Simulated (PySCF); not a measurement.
**Ionising SbBr**

TPSSh; PySCF, scalar-relativistic core potentials, basis sets Sb def2-TZVPPD with ECP28, Br def2-TZVPPD. Neutral (UKS): triplet (π ↑↑), Re = 2.500 Å, ωe = 256 cm⁻¹, De = 2.89 eV, HOMO -5.82 eV, LUMO -3.48 eV.

SbBr⁺ (UKS): doublet (π ↑), Re = 2.389 Å, ωe = 309 cm⁻¹, De = 3.51 eV to Sb⁺ + Br. The energies at the minima are -2814.26228 hartree for SbBr and -2813.95402 for SbBr⁺.

Q: Work out the adiabatic ionisation energy, without and with harmonic zero-point energies (1 hartree = 27.2114 eV, 1 eV = 8065.5 cm⁻¹), and the change of the bond length.

A: At TPSSh: 0.30826 hartree = 8.388 eV between the minima; the zero-point term (309.0 − 256.0)/2 cm⁻¹ = +0.003 eV makes it 8.391 eV. Re changes by -11.1 pm against the neutral. The electron leaves a π orbital, and the shorter bond of the ion fits an antibonding orbital, or a change in how ionic the bond is.

Spin–orbit coupling is left out, which matters for elements this heavy, above all for dissociation energies. For an ion De counts to the pair picked by the measured ionisation energies or electron affinities, which need not be the lowest pair at this level. States were picked by a PBE0 search and need not be the measured ground states.
